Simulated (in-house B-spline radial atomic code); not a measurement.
How G0W0 and RPA depend on the start: Cr6+

Configuration [Ne] 3s2 3p6. Computed with an all-electron radial atomic-structure program (B-spline basis): all electrons, non-relativistic, point nucleus, each spin shell either full or empty, empty states to l = 9 with an (l + 1/2)⁻⁴ tail; G0W0 by contour deformation at full frequency.

| start | mean-field 3p (eV) | G0W0 (eV) | QP weight | RPA correlation (Eh) |
| --- | --- | --- | --- | --- |
| Hartree-Fock | -160.32 | -160.95 | 0.973 | -1.1053 |
| LDA VWN5 | -148.37 | -160.46 | 0.953 | -1.2454 |
| PBE | -148.41 | -160.39 | 0.953 | -1.2432 |
| PBE0 | -151.77 | -160.56 | 0.960 | -1.2025 |
| r2SCAN | -149.51 | -160.53 | 0.957 | -1.2211 |
| HSE06 | -151.32 | ? | ? | ? |
| B3LYP (VWN-RPA) | -151.11 | -160.53 | 0.959 | -1.2109 |
| SCAN | -149.55 | -160.50 | 0.957 | -1.2202 |
| TPSS | -148.75 | -160.42 | 0.954 | -1.2351 |
| BHandHLYP | -154.91 | -160.71 | 0.966 | -1.167 |
| CAM-B3LYP | -153.10 | -160.62 | 0.962 | -1.1931 |
| LC-wPBE | -154.14 | -160.64 | 0.964 | -1.1911 |
| wB97X | -154.09 | -160.53 | 0.965 | -1.185 |
| PBEsol | -148.26 | -160.42 | 0.953 | -1.2438 |
| BLYP | -148.24 | -160.37 | 0.953 | -1.2439 |
| r2SCAN0 | -152.50 | -160.65 | 0.962 | -1.1884 |
| LDA exchange-only | -146.36 | ? | ? | ? |

Question: What G0W0 level, weight and RPA correlation energy follow from the LDA exchange-only start?

Answer: G0W0 level -160.50 eV, weight 0.951, RPA correlation -1.2447 hartree.

Question: What G0W0 level, weight and RPA correlation energy follow from the HSE06 start?

Answer: G0W0 level -160.55 eV, weight 0.960, RPA correlation -1.2062 hartree.

Question: How much of the dependence on the start does G0W0 remove?

Answer: The mean-field levels span 14 eV and the G0W0 levels 0.574 eV. Against 160.29 ± 0.06 eV (NIST, semi-empirical) the G0W0 removal energies are off by +0.08 to +0.66 eV, with relativity, Breit and QED terms left out.
